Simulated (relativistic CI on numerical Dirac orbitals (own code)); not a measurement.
**Au⁵⁺: 4d photoemission**

Computed with this model: Dirac-Coulomb-Breit CI, separate exchange-only KLI orbitals for each configuration, QED by a radiative potential, valence Slater integrals scaled by 0.8, multiplet model of photoemission in the sudden approximation; configurations [Xe] 4f14 5d6 → [Kr] 4d9 4f14 5s2 5p6 5d6; 300 K; Lorentzian 3.5 eV and Gaussian 0.6 eV FWHM. Energies are those of the free ion, without screening or charge transfer. The energies are binding energies and can lie tens of eV above those of solids. S is read from ⟨S²⟩ = S(S + 1).

Computed curve for free ion, scaled to 100 at the maximum (points under 2 are left out and the grid is thinned):

(Energy (eV), Intensity): (405.2, 2.1), (406.0, 2.3), (406.8, 2.6), (407.6, 3.0), (408.4, 3.4), (408.8, 3.7), (409.6, 4.3), (410.4, 5.1), (411.2, 6.1), (412.0, 7.5), (412.8, 9.4), (413.6, 12.1), (414.4, 16.3), (415.2, 22.8), (416.0, 33.6), (416.4, 41.5), (417.2, 63.4), (418.0, 88.8), (418.8, 100.0), (419.6, 87.6), (420.4, 64.7), (421.2, 45.6), (422.0, 33.6), (422.8, 26.0), (423.6, 20.9), (424.0, 19.1), (424.8, 16.2), (425.6, 13.4), (426.4, 10.9), (427.2, 9.1), (428.0, 7.9), (428.8, 7.2), (429.6, 6.9), (430.4, 7.0), (431.2, 7.5), (431.6, 7.9), (432.4, 9.1), (433.2, 11.1), (434.0, 14.4), (434.8, 19.8), (435.6, 29.1), (436.4, 44.4), (437.2, 63.5), (438.0, 71.8), (438.8, 60.3), (439.2, 51.4), (440.0, 35.3), (440.8, 24.2), (441.6, 17.2), (442.4, 12.6), (443.2, 9.5), (444.0, 7.3), (444.8, 5.8), (445.6, 4.7), (446.4, 3.9), (446.8, 3.6), (447.6, 3.0), (448.4, 2.6), (449.2, 2.3), (450.0, 2.0)

The ground state has S = 1.76, and the centroid lies at 426.64 eV.
